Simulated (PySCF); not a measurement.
C₄H₁₄OSi₂, charge -1, doublet, geometry from GFN2-xTB (a state made from the parent by changing its charge; the spin is typed, not shown lowest) (in this run its highest filled SCF level lies above zero, so its values depend strongly on the basis, on diffuse functions most of all), with bond 9-1 at 1.3 times its length. Base run: HF/STO-3G in PySCF.

Geometry (Å):
```xyz
21

C      2.0213     1.6315     0.2106
Si     2.0517    -0.2175     0.6814
C      2.0561    -1.4597    -0.7675
O     -0.1405    -0.2163     0.5793
Si    -1.6404    -0.0251     0.2395
C     -2.0945     1.6965    -0.4774
C     -2.3314    -1.2775    -1.0398
H      1.0282     1.9312    -0.1105
H      2.3637     2.4189     1.3339
H      2.7255     1.8726    -0.5837
H      1.7307    -0.6530     2.0415
H      2.3663    -2.4409    -0.4152
H      2.7381    -1.1687    -1.5644
H      1.0607    -1.5615    -1.1900
H     -2.5300    -0.1772     1.4342
H     -1.5852     1.8845    -1.4208
H     -3.1628     1.8089    -0.6545
H     -1.7933     2.4821     0.2126
H     -2.1721    -2.2959    -0.6924
H     -1.8333    -1.1846    -2.0030
H     -3.3993    -1.1527    -1.2103
```
Charge -1, spin multiplicity 2.
Orbitals are unrestricted.
All else is at PySCF's defaults.
Base energy -802.56234 Eh.

Variants of this job, named by their change:

| change | ΔE vs base (mEh) | SCF cycles | <S^2> | outcome |
|---|---|---|---|---|
| base | 0.000 | 14 | 0.751 | converged |
| diis_space = 2 | 0.000 | 23 | 0.751 | converged |
| level_shift = 0.1 (with mf.max_cycle = 100) | 0.000 | 14 | 0.751 | converged |
| diis_space = 4 | 0.000 | 15 | 0.751 | converged |
| level_shift = 0.3 (with mf.max_cycle = 100) | 0.000 | 15 | 0.751 | converged |
| diis = off (with mf.max_cycle = 100) | 0.000 | 30 | 0.751 | converged |
| init_guess = atom | 0.000 | 14 | 0.751 | converged |
| conv_tol = 1e-7 | 0.000 | 11 | 0.751 | converged |
| DIIS = EDIIS | - | 50 | - | not converged |
| init_guess = sap | 0.000 | 15 | 0.751 | converged |
| level_shift = 0.5 (with mf.max_cycle = 100) | 0.000 | 19 | 0.751 | converged |
| conv_tol = 1e-6 | 0.001 | 8 | 0.751 | converged |
| diis_space = 12 | 0.000 | 14 | 0.751 | converged |

Open shells are given as the SCF converged; they aren't shown to be the lowest states, and a large step between rows can be another state.
